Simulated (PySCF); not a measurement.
F4Zr, charge +1, multiplicity 2. Atoms are numbered in the order given.

```xyz
5

Zr     0.0000     0.0000     0.1760
F      0.0000     1.5562     1.1813
F      0.0000    -1.5562     1.1813
F      1.0218     0.0000    -1.5725
F     -1.0218     0.0000    -1.5725
```
Charge +1, spin multiplicity 2.

The structure is a stationary point at B3LYP-D3(BJ)/def2-SVP. The multiplicity is an assumed one; other spin states were not compared. The def2 effective core potentials stand for the cores of Zr; spin–orbit coupling is left out.

Method: PySCF with TDA-PBE/def2-SVPD.

Vertical excitations. The molecule is in vacuum.

```csv
state,energy (eV),λ (nm),f,main pairs
root 1,1.04,1193,0.000,β HOMO→LUMO 100 %
root 2,1.29,958,0.000,β HOMO−3→LUMO 99 %
root 3,1.31,944,0.000,β HOMO−1→LUMO 99 %
root 4,1.35,916,0.001,β HOMO−2→LUMO 100 %
root 5,1.67,743,0.000,β HOMO−4→LUMO 100 %
root 6,1.96,632,0.000,β HOMO−5→LUMO 99 %
root 7,2.31,536,0.000,β HOMO−6→LUMO 96 %
root 8,2.69,460,0.000,β HOMO−8→LUMO 100 %
root 9,2.77,447,0.001,"β HOMO−7→LUMO 74 %, β HOMO−10→LUMO 25 %"
root 10,2.79,444,0.000,β HOMO−9→LUMO 100 %
```
Unrestricted roots are not spin-pure.
